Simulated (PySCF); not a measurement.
C₅H₇F₂O₂ (charge -1).
Bonds: C1–C2, C2–C3, C2–C4, C4–O5 (double), C4–O6, C2–C7, C7–F8, C7–F9. Hydrogens: H10, H11, H12 on C1; H13, H14, H15 on C3; H16 on C7.

The geometry is computed with GFN2-xTB (gas phase).

(1) Give the optimised bond lengths and angles.

## Answers

(1) 
| bond | length (Å) | order |
| --- | --- | --- |
| C1–C2, C2–C3 | 1.525 | single |
| C2–C4 | 1.637 | single |
| C4=O5, C4–O6 | 1.230 | double/single |
| C2–C7 | 1.510 | single |
| C7–F8 | 1.362 | single |
| C7–F9 | 1.385 | single |
| C1–H10 and 5 like bonds | 1.090 | single |
| C7–H16 | 1.099 | single |

Bonds in one row agree within 0.01 Å and their mean is given. Orders are formal, as drawn. A selection of angles:
| angle | degrees |
| --- | --- |
| C1–C2–C3 | 111.3 |
| C1–C2–C4 | 105.6 |
| C1–C2–C7 | 108.9 |
| C3–C2–C4 | 111.9 |
| C3–C2–C7 | 112.0 |
| C4–C2–C7 | 106.9 |
| C2–C4–O5 | 115.3 |
| C2–C4–O6 | 113.6 |
| O5–C4–O6 | 131.0 |
| C2–C7–F8 | 113.3 |
| F8–C7–F9 | 103.5 |

Dihedral angles: C1–C2–C4–O5 101° (anticlinal); C1–C2–C7–F8 -170° (antiperiplanar). The mirror-image conformer, all signs reversed, is as good.

C4 (carboxylate carbon) is planar (angles 131.0°, 115.3° and 113.6°, sum 359.9°, 0.02 Å off the plane of its three neighbours). The 2 C–F bonds span 1.362 Å (C7–F8, drawn single) to 1.385 Å (C7–F9, drawn single), a spread of 0.023 Å. Of the pairs four or more bonds apart, O6···H16 is among the closest relative to their van der Waals radii: 2.31 Å, 85 % of the sum of Bondi's values. The 4 C–C bonds span 1.510 Å (C2–C7, drawn single) to 1.637 Å (C2–C4, drawn single), a spread of 0.127 Å.

Point group: C1 (no symmetry element, even within 0.4 Å). Whether it is a minimum is left open (no frequencies).
